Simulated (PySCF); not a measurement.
Me2PhSi(SeBu) (C12H20SeSi): Computed beside measured shifts

System: Me2PhSi(SeBu) (C12H20SeSi), SMILES CCCC[Se][Si](C)(C)c1ccccc1.

Atom-mapped SMILES (hydrogens are numbered by the atom that bears them): [CH3:1][CH2:2][CH2:3][CH2:4][Se:5][Si:6]([CH3:7])([CH3:8])[c:9]1[cH:10][cH:11][cH:12][cH:13][cH:14]1

Method: GIAO KT3/pcSseg-2, gas phase, PySCF SCF with an in-house response code, fitting set def2-universal-JFIT, grid level 2, non-relativistic, geometry: PBE0-D3(BJ)/def2-SVP.

One optimised conformer. Values are averaged over the atoms that symmetry or fast rotation interchanges, on this one geometry and without vibrational averaging. Shifts are the reference shielding less the shielding here, at the same level (13C, 1H, 29Si against isolated TMS; 77Se against isolated Me2Se); nuclei without a reference have shieldings only.

Spin-orbit coupling is left out, which matters for the heavier atoms here.

What shifts does this level give for Si6, Se5, and how do they compare with measurement?


| atom | nucleus | computed / ppm | measured / ppm | computed less measured | measured against | medium of the measurement |
| --- | --- | --- | --- | --- | --- | --- |
| Si6 | 29Si | 13.8 | 6.2 | 7.6 | TMS | solution |
| Se5 | 77Se | -163.2 | -116 | -47.2 | Me2Se | solution |

Measured values: U. Herzog, Habilitationsschrift, TU Bergakademie Freiberg, 2002/2003.
